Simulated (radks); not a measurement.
Question: Neutral cadmium, 48 electrons, occupied as [Kr] 4d9 5s2 5p1 (not the ground configuration). All-electron calculation, Dirac Kohn-Sham, PBEsol, spin-unpolarised, spherical densities, finite nucleus; open shells fill j = l - 1/2 first; Fermi nuclear charge, rms radius 4.6087 fm. Program: a radial shooting solver on a logarithmic mesh with Libxc functionals. Some entries of the table are withheld. Estimate them.

orbital,occ.,eigenvalue (eV),<1/r> (bohr^-1)
1s1/2,2,-26500.28,50.62
2s1/2,2,-3939.447,11.69
2p1/2,2,-3668.545,11.67
2p3/2,4,-3476.255,10.93
3s1/2,2,-739.5510,4.102
3p1/2,2,(1),4.010
3p3/2,4,(2),3.830
3d3/2,4,-404.2873,3.671
3d5/2,6,-397.3039,3.624
4s1/2,2,-112.0694,1.588
4p1/2,2,-77.0841,1.469
4p3/2,4,-71.1616,1.411
4d3/2,4,(3),(4)
4d5/2,5,(5),(6)
5s1/2,2,-7.9329,0.4830
5p1/2,1,(7),(8)
5p3/2,0,(9),(10)

Answer: 
(1) 3p1/2 eigenvalue (eV): -630.9711
(2) 3p3/2 eigenvalue (eV): -596.6240
(3) 4d3/2 eigenvalue (eV): -17.5023
(4) 4d3/2 <1/r> (bohr^-1): 1.097
(5) 4d5/2 eigenvalue (eV): -16.7560
(6) 4d5/2 <1/r> (bohr^-1): 1.082
(7) 5p1/2 eigenvalue (eV): -2.6459
(8) 5p1/2 <1/r> (bohr^-1): 0.3527
(9) 5p3/2 eigenvalue (eV): -2.3594
(10) 5p3/2 <1/r> (bohr^-1): 0.3356
